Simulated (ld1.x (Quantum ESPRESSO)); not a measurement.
# What one change does to a pseudopotential (Be (Z = 4), TM)

| Item | Value |
| --- | --- |
| Element | beryllium (Be) |
| Generator | ld1.x (Quantum ESPRESSO) 7.5 |
| Type | norm-conserving Troullier–Martins (Kleinman–Bylander form) |
| Functional | PBEsol |
| Relativity | scalar-relativistic |
| Frozen core | [He] |
| Valence charge | 2 |
| Reference configuration | 2s1 2p1 |
| Partial waves | 2p (bound): rc 4.20 bohr; 3d channel at 0.4 Ry: rc 4.25 bohr; 2s (bound): rc 1.50 bohr |
| Local potential | the s channel |
| Core correction | none |

Change: all radii scaled by about 1.36 (s 2.04, p 5.72, d 5.78 bohr).

Cutoffs: the cutoffs (Ry, on a coarse ladder) from which the occupation-weighted sum of valence levels, in a spherical-Bessel basis at the reference potential, stays within 10 and 1 mRy of its value at 400 Ry; they do not see the model core or the augmentation charge, which bear on the density cutoff. Errors are all-electron minus pseudo energies relative to the spin-unpolarised reference configuration.

Q: How do hardness, ghosts and transferability respond?

A: The potential gets softer (8 Ry and 15 Ry → 8 Ry and 12 Ry); of the 5 tests that both files solve, the error grows in 5 and shrinks in 0 by more than 15 % and 0.3 meV (median size 18.7 → 63.9 meV); neither file shows a bound ghost. A larger radius leaves more room for a smooth pseudo-wave, so fewer plane waves are needed. More of the atom is replaced by a form fitted at one configuration, so other configurations suffer.

```tsv
quantity	base	changed
cutoff, loose	8 Ry	8 Ry
cutoff, tight	15 Ry	12 Ry
bound ghosts	none	none
error for 2s2 2p0, meV [ΔE -3.59 eV]	-19	-44
error for 2s1 2p0, meV [ΔE 5.86 eV]	+74	+202
error for 2s1.5 2p0, meV [ΔE 0.13 eV]	+19	+64
error for 2s0 2p2, meV [ΔE 3.62 eV]	-18	-32
error for 2s0 2p1, meV [ΔE 9.77 eV]	-55	-103
```
